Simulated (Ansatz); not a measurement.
Relaxation of BH$_{4}$NO$_{2}$ (8 atoms, charge 0, multiplicity 1), to a largest force component of 0.015 eV/Å in at most 40 steps.

Level of theory: RKS B3LYP-D4/6-31G* in Ansatz.

```xyz
8
Properties=species:S:1:pos:R:3:forces:R:3
N -0.518 1.052 -0.314 -2.35 -0.36 1.81
B 0.178 -0.208 -0.077 1.10 -0.02 0.17
O 1.606 -0.200 -0.001 -0.95 0.48 1.25
O -0.479 -1.450 0.063 -0.14 0.69 0.89
H -1.587 0.875 -0.337 2.16 0.40 -0.04
H -0.382 1.732 0.493 0.20 -0.73 -1.70
H 1.873 -0.052 0.945 -0.07 -0.28 -1.19
H -0.700 -1.516 1.030 0.04 -0.18 -1.18
```

Where does it end, and by what steps?

The run converged. After 10 steps the energy has fallen by 1.429 eV; H8 moved furthest, 0.69 Å.

```
step  energy less start (eV)  largest force component (eV/Å)  accepted
   0                  0.0000                           2.351       yes
   1                 -0.3301                           2.142       yes
   2                 -0.6733                           2.494       yes
   3                 -0.9991                           1.010       yes
   4                 -1.2754                           0.520       yes
   5                 -1.1420                           3.372        no
   6                 -1.3675                           0.271       yes
   7                 -1.4151                           0.111       yes
   8                 -1.4262                           0.059       yes
   9                 -1.4285                           0.036       yes
  10                 -1.4288                           0.010       yes
```

```xyz
8
Properties=species:S:1:pos:R:3
N -0.684 0.941 -0.015
B 0.240 -0.095 0.274
O 1.578 0.225 0.344
O -0.120 -1.414 0.496
H -1.678 0.819 -0.121
H -0.366 1.884 -0.180
H 2.094 -0.564 0.558
H -1.073 -1.561 0.446
```

Time of the run: 25 s on 1 thread of Arm Neoverse V2, with other jobs on the host, peak memory 0.14 GiB.
